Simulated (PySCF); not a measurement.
**Correlation energy of Si(2+) (silicon, charge +2)**

[Ne] 3s1 3p1, high-spin 3P determinant (an excited configuration). Computed with PySCF 2.14 in aug-cc-pCVQZ-DK (10s9p7d5f3g, 134 functions), with scalar relativity by spin-free X2C-1e. Frozen: 1s2; 10 electrons correlated.

MP2 pair energies summed by pair of shells (mhartree):

```json
{"pair": "2p-2p", "energy": "-204.57", "share (%)": "65.9"}
{"pair": "2s-2p", "energy": "-69.44", "share (%)": "22.4"}
{"pair": "2p-3s", "energy": "-11.60", "share (%)": "3.7"}
{"pair": "2s-2s", "energy": "-10.69", "share (%)": "3.4"}
{"pair": "2p-3p", "energy": "-8.43", "share (%)": "2.7"}
{"pair": "3s-3p", "energy": "-2.95", "share (%)": "0.9"}
{"pair": "2s-3s", "energy": "-1.55", "share (%)": "0.5"}
{"pair": "2s-3p", "energy": "-1.36", "share (%)": "0.4"}
```

Total MP2 correlation energy: -310.58 mhartree.

Same-spin part -81.89 and opposite-spin part -228.68 mhartree; SCS-MP2 scales them by 1/3 and 6/5 to -301.72 mhartree.
